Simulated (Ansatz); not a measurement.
Species: GeO (charge +1, doublet). 
Structure (B3LYP-D3(BJ)/def2-TZVP (Ansatz, an electronic-structure program) minimum search):
```xyz
2

Ge     0.0000     0.0000    -0.3569
O      0.0000     0.0000     1.4274
```
Charge +1, spin multiplicity 2.

Basis-set convergence of Hartree-Fock and CCSD(T) correlation energies (hartree) with Ansatz. Correlated levels leave the core frozen unless marked. Open shells are spin-unrestricted. Spin-orbit coupling is left out. Frozen are the shells of the preceding noble gas and the d and f shells that filled before the atom's block. Non-relativistic.

```json
[
 {"basis": "cc-pVDZ", "functions": "41", "E(HF)": "-2149.86644", "E(corr, CCSD(T))": "-0.22535"},
 {"basis": "cc-pVTZ", "functions": "73", "E(HF)": "-2149.96595", "E(corr, CCSD(T))": "-0.28025"},
 {"basis": "cc-pVQZ", "functions": "123", "E(HF)": "-2149.97531", "E(corr, CCSD(T))": "-0.29873"}
]
```

Extrapolating the two largest sets (X = 3 and 4) as X^-3: E(corr) = (64·(-0.29873) - 27·(-0.28025))/37 = -0.3122 Eh, an estimate of the basis-set limit. The largest set recovers 95.7 % of it, the smallest 72.2 %.
